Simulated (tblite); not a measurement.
C3H4F2GeO2.
SMILES with atom numbers: `[O:1]=[CH:2][O:3]/[CH:4]=[C:5](/[F:6])[GeH2:7][F:8]` (hydrogens: H9 on C2; H10 on C4; H11, H12 on Ge7)

Computed with GFN2-xTB (tblite), gas phase: L-BFGS steps from a force-field or distance-geometry start until the largest atomic force falls under 0.01 eV/Å.

Step 39: E = -761.9461 eV
```
atom  x, y, z in Å  |  force x, y, z in eV/Å
O1     -0.7248   -1.5524    0.3813    0.210   0.016   0.284
C2     -1.4919   -1.2524   -0.4893   -0.103   0.057  -0.365
O3     -1.5994   -0.1076   -1.1210   -0.044   0.071   0.028
C4     -0.8743    1.0121   -0.7711    0.053  -0.004   0.039
C5      0.2329    1.0784   -0.0357    0.023   0.031   0.056
F6      0.6662    2.3389    0.1931    0.047  -0.082  -0.047
Ge7     1.4237   -0.2733    0.8154   -0.047   0.073  -0.063
F8      2.9118    0.6574    0.8540    0.008   0.000   0.021
H9     -2.2366   -1.9513   -0.9037   -0.022  -0.019   0.044
H10    -1.3254    1.9162   -1.1686   -0.059  -0.102   0.011
H11     1.8616   -1.4093   -0.0526   -0.024   0.021   0.035
H12     1.1573   -0.4575    2.2723   -0.041  -0.062  -0.043
```

Step 40: E = -761.9480 eV
```
atom  x, y, z in Å  |  force x, y, z in eV/Å
O1     -0.7212   -1.5546    0.3787    0.083   0.058   0.126
C2     -1.4922   -1.2532   -0.4917   -0.003   0.027  -0.202
O3     -1.6015   -0.1067   -1.1192   -0.034   0.053   0.031
C4     -0.8737    1.0116   -0.7704    0.029   0.010   0.028
C5      0.2331    1.0786   -0.0348    0.014  -0.003   0.036
F6      0.6698    2.3371    0.1901    0.050  -0.036  -0.039
Ge7     1.4221   -0.2725    0.8146   -0.031   0.062  -0.028
F8      2.9104    0.6578    0.8564    0.010   0.007   0.021
H9     -2.2413   -1.9501   -0.9013   -0.001  -0.018   0.043
H10    -1.3257    1.9152   -1.1686   -0.052  -0.098   0.011
H11     1.8657   -1.4056   -0.0511   -0.022   0.000   0.016
H12     1.1557   -0.4584    2.2713   -0.043  -0.061  -0.044
```

Step 41: E = -761.9506 eV
```
atom  x, y, z in Å  |  force x, y, z in eV/Å
O1     -0.7115   -1.5597    0.3633   -0.059   0.094  -0.069
C2     -1.4968   -1.2538   -0.4973    0.098  -0.004   0.024
O3     -1.6176   -0.1008   -1.1093    0.003   0.011   0.041
C4     -0.8766    1.0103   -0.7668    0.012   0.014   0.016
C5      0.2356    1.0762   -0.0383   -0.018  -0.029  -0.003
F6      0.6841    2.3320    0.1695    0.043   0.001  -0.030
Ge7     1.4219   -0.2724    0.8138    0.006   0.059   0.037
F8      2.9066    0.6647    0.8791    0.000   0.012   0.012
H9     -2.2573   -1.9469   -0.8935    0.035  -0.011   0.035
H10    -1.3283    1.9118   -1.1678   -0.036  -0.053   0.010
H11     1.8882   -1.3955   -0.0486   -0.028  -0.030  -0.011
H12     1.1528   -0.4666    2.2699   -0.056  -0.061  -0.062
```

Task: Estimate the geometry and energy of step 42. (The exact step hangs on the optimiser's Hessian estimate; all steps are aligned on step 41, rigid shifts and turns removed.)

Result: E = -761.9520 eV, largest force 0.143 eV/Å
```
atom  x, y, z in Å  |  force x, y, z in eV/Å
O1     -0.7066   -1.5593    0.3537   -0.065   0.076  -0.096
C2     -1.4995   -1.2532   -0.5005    0.102  -0.010   0.100
O3     -1.6286   -0.0965   -1.1023    0.017  -0.005   0.022
C4     -0.8787    1.0094   -0.7638   -0.009   0.010  -0.003
C5      0.2377    1.0739   -0.0420   -0.029  -0.036  -0.012
F6      0.6918    2.3286    0.1557    0.051   0.028  -0.025
Ge7     1.4235   -0.2717    0.8128    0.020   0.050   0.067
F8      2.9051    0.6702    0.8952   -0.009   0.009   0.003
H9     -2.2640   -1.9462   -0.8885    0.041  -0.008   0.021
H10    -1.3300    1.9093   -1.1669   -0.028  -0.018   0.012
H11     1.8998   -1.3915   -0.0468   -0.025  -0.038  -0.025
H12     1.1506   -0.4737    2.2673   -0.065  -0.058  -0.064
```

The energy changes by -0.0014 eV. The first-order estimate −F·Δx gives -0.0018 eV and the mean of the old and new forces, exact on a quadratic surface, -0.0014 eV. The step makes an angle of 77° with the force vector and moves no atom by more than 0.017 Å.

What follows is the cost of the whole relaxation. Time: 0.84 s. Hardware: Arm Neoverse N1, one thread, shared host.
